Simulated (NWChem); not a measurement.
CH$_{2}$NO cation; SMILES N=C=[OH+]

Program: NWChem. Structure relaxed at the PBE0/def2-SVP level. Level: PBE0/def2-SVP with SMD (1 M gas to 1 M solution), gas-phase geometry. Reactions with the solvent are ignored.

Q: Among these, which solvent gives the highest value of “solvation free energy (kcal/mol)”?
A. cyclohexane
B. dichloromethane
C. 2-propanol
D. water

A: A, cyclohexane. Values: water -72.0; 2-propanol -70.5; dichloromethane -63.4; cyclohexane -34.2
